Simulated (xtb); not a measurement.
Input file for xtb: GFN2-xTB on MgO, a point of a bond scan (R = 2.609 Å).

```
$ xtb mol.xyz --gfn 2 --sp --chrg 0 --uhf 0
2

Mg    -0.00000000    -0.00000000    -0.69577288
O      0.00000000     0.00000000     1.91337542
```

It printed:

```
[...]
           -------------------------------------------------
          |                Calculation Setup                |
           -------------------------------------------------



molecular fragmentation (1/2 indicates fragments):
12
# atoms in fragment 1/2:     1     1
 fragment masses (1/2) :       24.31       16.00
CMA distance (Bohr)    :   4.931
constraining FC (au)   :  0.0500

           -------------------------------------------------
          |                 G F N 2 - x T B                 |
           -------------------------------------------------

        Reference                      10.1021/acs.jctc.8b01176
      * Hamiltonian:
        H0-scaling (s, p, d)           1.850000    2.230000    2.230000
        zeta-weighting                 0.500000
      * Dispersion:
        s8                             2.700000
        a1                             0.520000
        a2                             5.000000
        s9                             5.000000
      * Repulsion:
        kExp                           1.500000    1.000000
        rExp                           1.000000
      * Coulomb:
        alpha                          2.000000
        third order                    shell-resolved
        anisotropic                    true
        a3                             3.000000
        a5                             4.000000
        cn-shift                       1.200000
        cn-exp                         4.000000
        max-rad                        5.000000


          ...................................................
          :                      SETUP                      :
          :.................................................:
          :  # basis functions                  14          :
          :  # atomic orbitals                  13          :
          :  # shells                            5          :
          :  # electrons                         8          :
          :  max. iterations                   250          :
          :  Hamiltonian                  GFN2-xTB          :
          :  restarted?                      false          :
          :  GBSA solvation                  false          :
          :  PC potential                    false          :
          :  electronic temp.          300.0000000     K    :
          :  accuracy                    1.0000000          :
          :  -> integral cutoff          0.2500000E+02      :
          :  -> integral neglect         0.1000000E-07      :
          :  -> SCF convergence          0.1000000E-05 Eh   :
          :  -> wf. convergence          0.1000000E-03 e    :
          :  Broyden damping             0.4000000          :
          :  net charge                          0          :
          :  unpaired electrons                  0          :
          ...................................................

 iter      E             dE          RMSdq      gap      omega  full diag
   1     -0.1195481 -0.119548E+00  0.549E+01    0.84       0.0  T
   2     -3.1868479 -0.306730E+01  0.276E+01   24.16       1.0  T
   3     -3.3230201 -0.136172E+00  0.264E+01    9.02       1.0  T
   4     -4.1655538 -0.842534E+00  0.301E+01    1.07       1.0  T
   5     -3.2598777  0.905676E+00  0.219E+01   14.29       1.0  T
   6     -2.7138882  0.545989E+00  0.269E+01    0.42       1.0  T
   7     -3.5608000 -0.846912E+00  0.143E+01    0.27       1.0  T
   8     -4.1031080 -0.542308E+00  0.107E+01    1.26       1.0  T
   9     -3.5727476  0.530360E+00  0.136E+01    3.35       1.0  T
  10     -3.6727269 -0.999793E-01  0.126E+01    2.59       1.0  T
  11     -4.3040510 -0.631324E+00  0.130E+01    0.27       1.0  T
  12     -2.3846438  0.191941E+01  0.420E+01    0.42       1.0  T
  13     -4.1515688 -0.176693E+01  0.144E+01    0.12       1.0  T
  14     -4.4184130 -0.266844E+00  0.877E+00    0.44       1.0  T
  15     -3.9066917  0.511721E+00  0.162E+01    0.13       1.0  T
  16     -4.1809705 -0.274279E+00  0.143E+01    0.10       1.0  T
  17     -4.1614680  0.195025E-01  0.146E+01    0.09       1.0  T
  18     -4.1689688 -0.750086E-02  0.144E+01    0.09       1.0  T
  19     -4.1738273 -0.485843E-02  0.140E+01    0.07       1.0  T
  20     -4.4263844 -0.252557E+00  0.145E+01    0.35       1.0  T
  21     -4.4134157  0.129687E-01  0.158E+01    0.30       1.0  T
  22     -4.2332341  0.180182E+00  0.144E+01    0.09       1.0  T
  23     -4.3459301 -0.112696E+00  0.139E+01    0.21       1.0  T
  24     -4.3865732 -0.406431E-01  0.130E+01    0.27       1.0  T
  25     -4.3483347  0.382384E-01  0.123E+01    0.26       1.0  T
  26     -4.4368826 -0.885478E-01  0.923E+00    0.54       1.0  T
  27     -3.9455767  0.491306E+00  0.113E+01    1.58       1.0  T
  28     -3.7323148  0.213262E+00  0.114E+01    2.26       1.0  T
  29     -4.2842345 -0.551920E+00  0.108E+01    0.21       1.0  T
  30     -4.3703055 -0.860710E-01  0.795E+00    0.32       1.0  T
  31     -4.4289123 -0.586069E-01  0.511E+00    0.48       1.0  T
  32     -4.4242214  0.469090E-02  0.444E+00    0.68       1.0  T
  33     -4.3917260  0.324955E-01  0.459E+00    0.76       1.0  T
  34     -4.4392261 -0.475001E-01  0.334E+00    0.57       1.0  T
  35     -4.4215481  0.176780E-01  0.468E+00    0.47       1.0  T
  36     -4.4198507  0.169739E-02  0.443E+00    0.49       1.0  T
  37     -4.4349722 -0.151215E-01  0.322E+00    0.57       1.0  T
  38     -4.4394077 -0.443555E-02  0.261E+00    0.65       1.0  T
  39     -4.4359491  0.345864E-02  0.217E+00    0.67       1.0  T
  40     -4.4403524 -0.440327E-02  0.112E+00    0.62       1.0  T
  41     -4.4366815  0.367087E-02  0.139E+00    0.57       1.0  T
  42     -4.4363119  0.369548E-03  0.126E+00    0.58       1.0  T
  43     -4.4400346 -0.372262E-02  0.444E-01    0.61       1.0  T
  44     -4.4403164 -0.281796E-03  0.279E-01    0.64       1.0  T
  45     -4.4403739 -0.575543E-04  0.192E-01    0.63       1.0  T
  46     -4.4404588 -0.848573E-04  0.209E-01    0.62       1.0  T
  47     -4.4404553  0.351341E-05  0.187E-01    0.62       1.0  T
  48     -4.4404484  0.684340E-05  0.140E-01    0.63       1.0  T
  49     -4.4404138  0.346029E-04  0.163E-01    0.63       1.0  T
  50     -4.4404566 -0.428349E-04  0.115E-01    0.63       1.0  T
  51     -4.4404752 -0.185712E-04  0.670E-02    0.62       1.1  T
  52     -4.4404729  0.230989E-05  0.494E-02    0.62       1.4  T
  53     -4.4404756 -0.269941E-05  0.397E-02    0.62       1.8  T
  54     -4.4404812 -0.558702E-05  0.127E-02    0.62       5.6  T
  55     -4.4404812 -0.370375E-07  0.760E-03    0.62       9.3  T
  56     -4.4404812  0.482280E-07  0.507E-03    0.62      13.9  T
  57     -4.4404812 -0.554842E-07  0.205E-03    0.62      34.5  T
  58     -4.4404812 -0.708156E-08  0.770E-04    0.62      91.8  T
  59     -4.4404812 -0.181132E-08  0.204E-04    0.62     347.0  T

   *** convergence criteria satisfied after 59 iterations ***

         #    Occupation            Energy/Eh            Energy/eV
      -------------------------------------------------------------
         1        2.0000           -0.5833187             -15.8729
         2        2.0000           -0.4023309             -10.9480
         3        2.0000           -0.3779368             -10.2842
         4        2.0000           -0.3779368             -10.2842 (HOMO)
         5        0.0000           -0.3550605              -9.6617 (LUMO)
         6                         -0.1482459              -4.0340
         7                         -0.1482459              -4.0340
         8                         -0.0948169              -2.5801
         9                         -0.0639717              -1.7408
       ...                                ...                  ...
        13                          0.0655372               1.7834
      -------------------------------------------------------------
                  HL-Gap            0.0228763 Eh            0.6225 eV
             Fermi-level           -0.3661694 Eh           -9.9640 eV

 SCC (total)                   0 d,  0 h,  0 min,  0.009 sec
 SCC setup                      ...        0 min,  0.000 sec (  0.575%)
 Dispersion                     ...        0 min,  0.000 sec (  0.207%)
 classical contributions        ...        0 min,  0.000 sec (  0.098%)
 integral evaluation            ...        0 min,  0.000 sec (  2.344%)
 iterations                     ...        0 min,  0.005 sec ( 49.634%)
 molecular gradient             ...        0 min,  0.004 sec ( 45.865%)
 printout                       ...        0 min,  0.000 sec (  1.138%)

         :::::::::::::::::::::::::::::::::::::::::::::::::::::
         ::                     SUMMARY                     ::
         :::::::::::::::::::::::::::::::::::::::::::::::::::::
         :: total energy              -4.440477051023 Eh    ::
         :: gradient norm              0.090069575671 Eh/a0 ::
         :: HOMO-LUMO gap              0.622494908073 eV    ::
         ::.................................................::
         :: SCC energy                -4.440481243231 Eh    ::
         :: -> isotropic ES            0.065067241772 Eh    ::
         :: -> anisotropic ES          0.012865888996 Eh    ::
         :: -> anisotropic XC         -0.004541388387 Eh    ::
         :: -> dispersion             -0.000670184027 Eh    ::
         :: repulsion energy           0.000004192208 Eh    ::
         :: add. restraining           0.000000000000 Eh    ::
         :: total charge               0.000000000026 e     ::
         :::::::::::::::::::::::::::::::::::::::::::::::::::::

           -------------------------------------------------
          |                Property Printout                |
           -------------------------------------------------

    * Orbital Energies and Occupations

         #    Occupation            Energy/Eh            Energy/eV
      -------------------------------------------------------------
         1        2.0000           -0.5833187             -15.8729
         2        2.0000           -0.4023309             -10.9480
         3        2.0000           -0.3779368             -10.2842
         4        2.0000           -0.3779368             -10.2842 (HOMO)
         5        0.0000           -0.3550605              -9.6617 (LUMO)
         6                         -0.1482459              -4.0340
         7                         -0.1482459              -4.0340
         8                         -0.0948169              -2.5801
         9                         -0.0639717              -1.7408
        10                         -0.0639717              -1.7408
        11                         -0.0524309              -1.4267
        12                         -0.0524309              -1.4267
        13                          0.0655372               1.7834
      -------------------------------------------------------------
                  HL-Gap            0.0228763 Eh            0.6225 eV
             Fermi-level           -0.3661694 Eh           -9.9640 eV

     #   Z          covCN         q      C6AA      α(0)
     1  12 Mg       0.233     0.464   613.437    70.872
     2   8 O        0.233    -0.464    23.611     6.411

 Mol. C6AA /au·bohr⁶  :        819.143358
 Mol. C8AA /au·bohr⁸  :      63138.837186
 Mol. α(0) /au        :         77.283285


Wiberg/Mayer (AO) data.
largest (>0.10) Wiberg bond orders for each atom

 ---------------------------------------------------------------------------
     #   Z sym  total        # sym  WBO       # sym  WBO       # sym  WBO
 ---------------------------------------------------------------------------
     1  12 Mg   1.528 --     2 O    1.528
     2   8 O    1.528 --     1 Mg   1.528
 ---------------------------------------------------------------------------

Topologies differ in total number of bonds
Writing topology from bond orders to xtbtopo.mol
Note: The following floating-point exceptions are signalling: IEEE_UNDERFLOW_FLAG IEEE_DENORMAL
normal termination of xtb

molecular dipole:
                 x           y           z       tot (Debye)
 q only:        0.000       0.000      -2.290
   full:       -0.000       0.000      -3.056       7.767
molecular quadrupole (traceless):
                xx          xy          yy          xz          yz          zz
 q only:        2.635       0.000       2.635       0.000       0.000      -5.269
  q+dip:        0.884       0.000       0.884      -0.000       0.000      -1.769
   full:        2.408       0.000       2.408      -0.000       0.000      -4.817


           -------------------------------------------------
          | TOTAL ENERGY               -4.440477051023 Eh   |
          | GRADIENT NORM               0.090069575671 Eh/α |
          | HOMO-LUMO GAP               0.622494908073 eV   |
           -------------------------------------------------

------------------------------------------------------------------------
------------------------------------------------------------------------
 total:
 SCF:
```

The run finished.

Cost: roughly 0.03 core-seconds.
